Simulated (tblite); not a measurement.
Start geometry of `C[Si]1(C)N[SiH2][SiH2][NH+]1` [radical] from a force field or distance geometry (Å):
```
atom  x, y, z in Å
C1     0.782    0.035    1.805
Si2    0.589    0.018   -0.057
C3     2.302    0.193   -0.808
N4    -0.381    1.304   -0.635
Si5   -2.028    0.912   -0.323
Si6   -1.792   -1.398   -0.352
N7    -0.088   -1.450   -0.626
H8    -0.178   -0.064    2.329
H9     1.231    0.975    2.138
H10    1.419   -0.778    2.145
H11    2.756    1.135   -0.503
H12    2.232    0.187   -1.903
H13    2.943   -0.622   -0.491
H14   -0.134    2.168   -0.168
H15   -2.844    1.500   -1.424
H16   -2.366    1.478    1.012
H17   -2.439   -2.081   -1.487
H18   -2.073   -2.034    0.963
H19    0.059   -1.472   -1.622
```

Problem. What comes out of this run: tblite, GFN2-xTB geometry optimisation, gas phase?

Solution. 
```
atom  x, y, z in Å
C1     1.245   -0.013    2.030
Si2    0.737    0.060    0.211
C3     2.111    0.277   -1.070
N4    -0.517    1.300   -0.031
Si5   -2.140    1.083   -0.476
Si6   -1.889   -1.397   -0.678
N7    -0.262   -1.356   -0.196
H8     0.389   -0.128    2.691
H9     1.770    0.889    2.328
H10    1.916   -0.846    2.216
H11    2.681    1.183   -0.886
H12    1.718    0.336   -2.081
H13    2.814   -0.550   -1.038
H14   -0.193    2.242    0.123
H15   -2.502    1.531   -1.815
H16   -3.134    1.261    0.575
H17   -2.145   -1.685   -2.084
H18   -2.835   -1.941    0.288
H19    0.226   -2.235   -0.114
```

The energy falls by 123.1 kJ/mol over 120 L-BFGS steps, the largest force on an atom goes from 3.39 to 0.009 eV/Å, and the atoms move by 0.681 Å rms after alignment. The bond that changes most is Si5–Si6 (both ends silicon bonded to N, Si and 2 H), which lengthens by 0.178 Å. Bonds longer at the end by more than 0.005 Å: 5 of 19; shorter: 9. Among the angles that change most is Si2–N7–Si6, from 108.1° to 128.5°. Among the dihedrals that turn most is C3–Si2–N7–H19, from -48° to 67°. Rotational constants go from 2129, 1255, 1075 to 1988, 1092, 951.3 MHz. The orientation of the end geometry is arbitrary; only internal coordinates are fixed.

The run took 1.8 s wall on Arm Neoverse N1, one thread, no GPU, shared host.

GFN2-xTB frequencies show an imaginary mode (37i cm⁻¹), so the point is no minimum at that level.

All values are computed, not measured.
